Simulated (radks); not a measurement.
Results of a calculation; reference values are marked as such.
All-electron atom: I24+ in [Ar] 3d10 4s1.

Level of theory: non-relativistic Kohn-Sham, PBE, spin-polarised, spherical densities, point nucleus; open shells are filled with parallel spins first (spin-orbit coupling, left out, can overturn this in heavy ions); relativity is left out, which matters for an element this heavy (a radial shooting solver on a logarithmic mesh with Libxc functionals).

Energy parts (Ry):
| part | energy |
|---|---|
| total | -13306.54842 |
| kinetic | 13303.50372 |
| electron-nucleus | -29875.26487 |
| Hartree | 3566.32461 |
| exchange-correlation | -301.11187 |

Orbitals (lengths in bohr, moments of r in powers of bohr):
| orbital | occ. | eigenvalue (Ry) | <r> | <r^2> |
|---|---|---|---|---|
| 1s up | 1 | -2382.099 | 0.02868 | 0.001100 |
| 1s down | 1 | -2382.061 | 0.02868 | 0.001100 |
| 2s up | 1 | -405.0759 | 0.1232 | 0.01783 |
| 2s down | 1 | -405.0486 | 0.1232 | 0.01783 |
| 2p up | 3 | -384.2463 | 0.1049 | 0.01337 |
| 2p down | 3 | -384.2181 | 0.1049 | 0.01337 |
| 3s up | 1 | -122.0398 | 0.3226 | 0.1185 |
| 3s down | 1 | -121.9751 | 0.3224 | 0.1183 |
| 3p up | 3 | -113.3045 | 0.3121 | 0.1125 |
| 3p down | 3 | -113.2412 | 0.3119 | 0.1123 |
| 3d up | 5 | -97.25861 | 0.2809 | 0.09259 |
| 3d down | 5 | -97.20460 | 0.2806 | 0.09243 |
| 4s up | 1 | -56.22120 | 0.6642 | 0.4944 |
| 4s down | 0 | -55.88474 | 0.6624 | 0.4918 |
| 4p up | 0 | -52.77688 | 0.6696 | 0.5056 |
| 4p down | 0 | -52.43755 | 0.6676 | 0.5026 |
| 5s up | 0 | -32.51342 | 1.125 | 1.415 |

The highest occupied level is 4s up at -764.93 eV. Spin moment in Bohr magnetons: 1. The density falls to 0.001 e/bohr^3 at r = 1.36 bohr.
